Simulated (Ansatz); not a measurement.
`C#CBBC` + H₂O → `CBBO` + `C#C` at 400 K and 1 bar (formal hydrolysis of a B–C bond).

Program: Ansatz. Geometries: PBE0-D4/def2-TZVP. ΔE: electronic, gas phase. CBS: MP2 limit from def2 TZ/QZ plus the TZ coupled-cluster correction, frozen cores. This one scheme is used for every species. One conformer a species, not always the lowest.

```csv
species,CCSD(T)/CBS energy (Eh),H − E (kJ/mol),S (J/(mol·K))
`C#CBBC`,-167.26726,241.5,377.1
H₂O,-76.37941,69.8,198.6
`CBBO`,-166.44324,227.6,343.6
`C#C`,-77.22717,85.5,213.8
```

H − E and S are ideal-gas, rigid-rotor, harmonic terms from PBE0-D4/def2-TZVP, for one conformer and one mirror image of each species. 1 Eh = 2625.50 kJ/mol, R = 8.31446 J/(mol·K).

Problem. By hand: ΔE, ΔH, ΔS and ΔG.

Solution. ΔE = (-166.44324) + (-77.22717) − (-167.26726) − (-76.37941) = -0.02374 Eh = -62.3 kJ/mol. Δ(H − E) = 227.6 + 85.5 − 241.5 − 69.8 = 1.8, so ΔH = -60.5 kJ/mol. ΔS = 343.6 + 213.8 − 377.1 − 198.6 = -18.3 J/(mol·K). ΔG = -60.5 − 400 × (-18.3)/1000 = -53.2 kJ/mol.

Problem. By hand: the equilibrium constant, and the temperature at which ΔG would vanish if ΔH and ΔS stayed fixed.

Solution. log₁₀ K = −ΔG/(RT ln 10) = 6.9. ΔG = 0 at ΔH/ΔS = 3306 K, far beyond where these terms or the molecules hold.

ΔH outweighs TΔS. A doubt of 5 kJ/mol in ΔE shifts log₁₀ K by 0.7 here. Other conformers and mirror images would add mixing entropy, several J/(mol·K) or more a flexible species. These are equilibria of isolated gas molecules and say nothing of rates. Largest T1 diagnostic: 0.014 (customary marks: 0.02 for closed shells, 0.045 for open ones).
